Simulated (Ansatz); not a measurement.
Born–Oppenheimer molecular dynamics of ClF2HOZr (6 atoms, charge 0, multiplicity 1). It goes on from the last frame of an earlier run, with new velocities.

All numbers below come from RHF/def2-SVP (Ansatz).

- ensemble: NVT, Nosé–Hoover chain
- time step: 0.5 fs
- steps asked: 100
- set temperature: 50 K
- thermostat: time constant 100 fs, chain length 3
- seed: 771899

First frame:

```xyz
6
Properties=species:S:1:pos:R:3
Zr 0.010 -0.010 0.101
Cl 0.131 0.282 2.458
F 1.789 -0.067 -0.609
F -0.974 1.548 -0.536
O -1.033 -1.589 -0.193
H -1.298 -2.392 -0.667
```

**Question.** How far do the bonds stretch over the last three quarters of this one trajectory? (Pairs bonded in most of those frames.)

**Answer.** 
```json
{"bond": "Zr1–Cl2", "mean (Å)": "2.386", "spread (Å)": "0.013", "shortest": "2.37", "longest": "2.40"}
{"bond": "Zr1–F3", "mean (Å)": "1.904", "spread (Å)": "0.001", "shortest": "1.90", "longest": "1.91"}
{"bond": "Zr1–F4", "mean (Å)": "1.898", "spread (Å)": "0.031", "shortest": "1.86", "longest": "1.94"}
{"bond": "Zr1–O5", "mean (Å)": "1.905", "spread (Å)": "0.009", "shortest": "1.89", "longest": "1.92"}
{"bond": "O5–H6", "mean (Å)": "0.945", "spread (Å)": "0.018", "shortest": "0.92", "longest": "0.97"}
```

Mean temperature of the second half: 152 K. The conserved energy stayed within 0.14 meV per atom of its start (net change -0.016 meV per atom), so the integration is sound. The mean temperature of the second half is 203 % above the set value. A run of 0.05 ps of so small a system gives no equilibrium averages.

Time of the run: 110 s on 1 thread of AMD EPYC 9R45 96-Core Processor (Zen 5), with other jobs on the host, peak memory 0.2 GiB.
